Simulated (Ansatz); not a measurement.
Cost and result up the ladder for Ge(CN)H3 (CH₃GeN) (6 atoms). The state is a singlet with charge 0. Geometry: r2SCAN-D4/def2-TZVP.

Cartesian coordinates in Å:
```
Ge -0.0836 0.2380 -0.5553
C 0.1795 -0.5122 1.1925
N 0.3381 -0.9621 2.2453
H 1.1721 -0.0671 -1.3649
H -0.2886 1.7376 -0.3698
H -1.3175 -0.4342 -1.1477
```

Ansatz on 4 threads of Intel Xeon on a shared host. Times are rough, and most runs start from the orbitals of an earlier one. PBE0-D4/def2-TZVP serves as the yardstick here, not as an exact answer. Differences are given only for rows in sets of like size (and for xTB, whose basis is part of the method), since another set adds its own error. Binding counts from free atoms at the same level (Ge triplet, C triplet, N quartet, H doublet; other spins of the atoms weren't run), without zero-point energy or a counterpoise term.

The 6-31G sets use Cartesian d functions. LC-ωPBE has ω = 0.4 bohr⁻¹. B3LYP takes the VWN-RPA correlation. Correlated methods freeze 11 core orbitals; core or outer-core shells of Ge are correlated, in sets that lack core-valence functions.

Correlated methods converge slowly with the basis.

```
                              level  functions  wall time  binding energy per atom (eV)  difference from PBE0-D4/def2-TZVP (eV)
                          HF/STO-3G         31     0.25 s                          3.15                                       –
                           HF/6-31G         53      0.6 s                          2.14                                       –
                    PBE-D4/def2-SVP         75     0.71 s                          3.70                                       –
                       HF/def2-TZVP        128     0.95 s                          2.44                                   -1.14
                     B3LYP-D4/6-31G         53      1.1 s                          3.44                                       –
                   PBE0-D4/def2-SVP         75      1.1 s                          3.60                                       –
LDA (SPW92)/def2-TZVP (with forces)        128      1.1 s                          4.14                                    0.55
                  BLYP-D4/def2-TZVP        128      1.2 s                          3.64                                    0.05
                 B3LYP-D4/def2-TZVP        128      1.5 s                          3.61                                    0.02
                  LC-ωPBE/def2-TZVP        128      1.7 s                          3.58                                    0.00
                  PBE0-D4/def2-TZVP        128      1.8 s                          3.59                                    0.00
                      MP2/def2-TZVP        128      1.9 s                          3.56                                   -0.03
                   B97M-V/def2-TZVP        128        3 s                          3.63                                    0.05
                 CCSD(T)/def2-TZVPP        152       19 s                          3.54                                   -0.04
```
